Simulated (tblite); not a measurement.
Compound: tert-amyl bromide, C₅H₁₁Br.
Structure used (GFN2-xTB), in Å, numbered top down from 1:
```
atom  x, y, z in Å
C1     1.8669   -0.8427    0.1980
C2     0.7485    0.0202    0.7700
C3    -0.3372    0.4154   -0.2294
C4    -0.9262   -0.7672   -0.9781
C5    -1.4255    1.2279    0.4557
Br6    0.4978    1.6198   -1.5951
H7     1.5040   -1.8304   -0.0756
H8     2.6508   -0.9652    0.9417
H9     2.3048   -0.3737   -0.6804
H10    1.1819    0.9324    1.1886
H11    0.2620   -0.5176    1.5896
H12   -0.1746   -1.2639   -1.5865
H13   -1.7312   -0.4396   -1.6336
H14   -1.3306   -1.4855   -0.2657
H15   -1.0003    2.0811    0.9814
H16   -2.1485    1.5977   -0.2690
H17   -1.9496    0.6032    1.1784
```

Level: GFN2-xTB in tblite, geometry and Hessian alike; calculated harmonic values, unscaled, isolated species. Against measured fundamentals such values can be off by several per cent, at times by over 20. One conformer, not necessarily the lowest.

Harmonic wavenumbers (cm⁻¹): 106.6, 187.8, 216.0, 238.6, 267.0, 278.1, 285.1, 312.1, 386.1, 470.6, 501.5, 806.0, 831.3, 959.7, 966.1, 1012.1, 1037.4, 1068.7, 1100.3, 1155.0, 1200.2, 1238.5, 1273.5, 1346.8, 1407.6, 1419.5, 1422.3, 1475.5, 1484.7, 1486.6, 1491.8, 1497.3, 1500.9, 1515.1, 2951.1, 2973.3, 3011.5, 3016.2, 3026.2, 3030.8, 3033.5, 3036.5, 3039.2, 3045.7, 3048.0.

A = 2708, B = 1770, C = 1415 MHz; mass 150.004 u (most abundant isotopes); point group C1, symmetry number 1.

Q: What is the zero-point energy?

A: ½Σν̃ = 32579 cm⁻¹ = 389.74 kJ/mol.

Q: Give the ideal-gas entropy at 500 K and 1 bar in the rigid-rotor, harmonic-oscillator model (classical rotation).

A: Translation 182.09, rotation 124.65, vibration 145.45: S = 452.2 J/(mol K).

Q: And Cp and H(500 K) − H(0)?

A: Cp = 194.09 J/(mol K), of which vibrations give 160.84 (their classical limit is 45 R = 374.2); H(500 K) − H(0) = 56.99 kJ/mol without the zero-point energy, 40.36 from vibrations.

Q: Blend soft modes into free rotors: weight 1/[1 + (100 cm⁻¹/ν̃)⁴] for the oscillator and the rest for a rotor with moment μB/(μ + B), μ = h/(8π²ν), B = 10⁻⁴⁴ kg m². What vibrational entropy results?

A: 143.29 J/(mol K) in place of 145.45, which changes −T·S at 500 K by +1.08 kJ/mol.

Q: Which modes carry the vibrational entropy at 500 K?

A: 106.6 cm⁻¹: 18.17; 187.8 cm⁻¹: 13.53; 216.0 cm⁻¹: 12.40; 238.6 cm⁻¹: 11.60; 267.0 cm⁻¹: 10.71; 278.1 cm⁻¹: 10.39 J/(mol K); the other 39 give 68.65 together.

Hindered rotation and anharmonicity are outside this model. Other conformers, if any are populated, would add a mixing term that is left out. The structure is chiral; the term R ln 2 for an equal mix with its mirror image is left out.
